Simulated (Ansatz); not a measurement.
`BCN(B)C` and `BN(C)[SiH2]S` differ in one atom or group.

Ansatz, PBE0-D4/def2-TZVP geometries, multiplicity 1. Each molecule was computed in one conformer, which needn't be the lowest.

```json
{"property": "HOMO energy (PBE0/def2-TZVPP) / eV", "`BCN(B)C`": "-7.51"}
{"property": "LUMO energy (PBE0/def2-TZVPP) / eV", "`BCN(B)C`": "-1.35"}
{"property": "size of the dipole moment (ωB97M-V/def2-TZVPP) / D", "`BCN(B)C`": "2.15"}
{"property": "LUMO energy (PBE/def2-TZVPP) / eV", "`BCN(B)C`": "-2.40"}
{"property": "HOMO energy (B3LYP/def2-TZVPP) / eV", "`BCN(B)C`": "-7.29"}
{"property": "HOMO–LUMO gap (B3LYP/def2-TZVPP) / eV", "`BCN(B)C`": "5.71"}
```

Give the same properties after the change, and the shifts. (Best estimate.)

Ansatz gave: 
```json
{"property": "HOMO energy (PBE0/def2-TZVPP) / eV", "`BN(C)[SiH2]S`": "-7.66", "shift": "-0.15"}
{"property": "LUMO energy (PBE0/def2-TZVPP) / eV", "`BN(C)[SiH2]S`": "-0.23", "shift": "1.12"}
{"property": "size of the dipole moment (ωB97M-V/def2-TZVPP) / D", "`BN(C)[SiH2]S`": "1.69", "shift": "-0.46"}
{"property": "LUMO energy (PBE/def2-TZVPP) / eV", "`BN(C)[SiH2]S`": "-1.16", "shift": "1.24"}
{"property": "HOMO energy (B3LYP/def2-TZVPP) / eV", "`BN(C)[SiH2]S`": "-7.40", "shift": "-0.11"}
{"property": "HOMO–LUMO gap (B3LYP/def2-TZVPP) / eV", "`BN(C)[SiH2]S`": "6.94", "shift": "1.23"}
```

With PBE0 the HOMO falls by 0.15 eV and the LUMO rises by 1.12 eV, so the gap widens by about 1.27 eV. PBE moves the HOMO by -0.13 eV and ωB97M-V by -0.06 eV. Dipoles are sizes alone; their direction can turn.

B3LYP here is the variant with VWN-RPA as its local correlation; programs differ in this.
